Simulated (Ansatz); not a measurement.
Removing and adding an electron: Al5Ga. The state is a singlet with charge 0. Geometry: PBE-D4/def2-SVP. Ansatz, gas phase; energy differences of separate SCF runs; the oxidised species was run as a doublet alone; the reduced species was run as a doublet alone.

```xyz
6

Al    0.390   -1.958    0.714
Al    1.992    0.097    0.361
Al    0.419   -0.430   -1.537
Al    0.259    1.815    1.306
Al   -1.934   -0.923   -0.022
Ga   -1.127    1.399   -0.822
```

The structure comes from a short search, and lower isomers may exist.

```csv
level,−HOMO (eV),vertical IE (eV),−LUMO (eV),vertical EA (eV),HOMO–LUMO gap (eV),remarks
PBE-D4/def2-TZVP,4.61,6.61,3.91,–,0.70,restricted SCF unstable in HF (singlet)
PBE-D4/def2-TZVPD,4.59,–,3.90,2.07,0.69,restricted SCF unstable in HF (singlet)
PBE0-D4/def2-TZVP,5.23,6.60,3.35,–,1.89,restricted SCF unstable in HF (singlet)
PBE0-D4/def2-TZVPD,5.21,–,3.33,2.11,1.88,restricted SCF unstable in HF (singlet)
ωB97X-V/def2-TZVP,6.80,6.51,1.66,–,5.14,restricted SCF unstable in HF (singlet)
```
